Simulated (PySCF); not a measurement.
**How the functional moves excitation energies**

Species: C2H8GeSi.
Numbering: `[CH2:1]=[CH:2][GeH2:3][SiH3:4]` (hydrogens: H5, H6 on C1; H7 on C2; H8, H9 on Ge3; H10, H11, H12 on Si4)

Structure used (PBE0-D3(BJ)/def2-SVP), in Å, numbered top down from 1:
```xyz
12
C2H8GeSi angstrom
C     -1.8365   -0.8241    0.3286
C     -1.5016    0.4618    0.1955
Ge     0.2974    1.0828   -0.2053
Si     1.7997   -0.7597   -0.3816
H     -1.1046   -1.6335    0.2226
H     -2.8635   -1.1353    0.5518
H     -2.2827    1.2238    0.3141
H      0.2802    1.8860   -1.5246
H      0.7660    2.0517    0.9024
H      3.1999   -0.2660   -0.5545
H      1.4423   -1.6137   -1.5563
H      1.7371   -1.6021    0.8528
```

Linear-response calculations in the def2-SVPD basis (PySCF; singlets by full response, triplets Tamm–Dancoff, core orbitals frozen in the response; HF means time-dependent Hartree–Fock). 'Strongest' is the level of largest summed f among the singlets computed (10 roots, of which the last may lack a degenerate partner); it can jump between rows when another state enters that window. S1 is the lowest singlet of each run and needn't be the same state throughout; f(S1) is that of one state. Geometry: PBE0-D3(BJ)/def2-SVP, one conformer, isolated molecule. Relativistic effects, spin–orbit coupling among them, are left out although an element past zinc is present.

```tsv
functional	kind	S1 (eV)	f(S1)	strongest (eV)	T1 (eV)	HOMO (eV)	gap (eV)	ionisation energy, ΔSCF (eV)
LDA	LDA	5.51	0.001	6.41	4.64	-6.99	5.37	9.87
PBE	GGA	5.62	0.001	6.99	4.39	-6.85	5.43	9.76
B3LYP	global hybrid, 20% exact exchange	6.22	0.001	6.96	4.34	-7.73	7.10	9.95
PBE0	global hybrid, 25% exact exchange	6.36	0.000	7.26	4.24	-7.96	7.56	9.95
BHandHLYP	global hybrid, 50% exact exchange	6.82	0.000	8.00	4.15	-8.91	9.60	9.85
CAM-B3LYP	range-separated hybrid	6.60	0.000	7.84	4.28	-9.27	10.03	10.04
wB97X-D	range-separated hybrid	6.63	0.000	7.98	4.42	-9.81	11.23	10.00
LC-wPBE	range-separated hybrid	6.83	0.000	8.40	4.14	-10.66	12.58	10.17
HF	Hartree–Fock	7.26	0.386	8.70	3.58	-10.37	12.71	not settled
```

S1 runs from 5.51 eV (LDA) to 7.26 eV (HF), a spread of 1.75 eV, while the orbital gap spreads over 7.3 eV. Along PBE (0%), B3LYP (20%), PBE0 (25%), BHandHLYP (50%), HF (100%) S1 rises with the share of exact exchange. −ε(HOMO) comes closest to its own ΔSCF ionisation energy with wB97X-D (-0.19 eV) and misses most with PBE (-2.91 eV). 'Not settled' means that the ion's SCF failed to converge or may have ended in another state than the lowest.
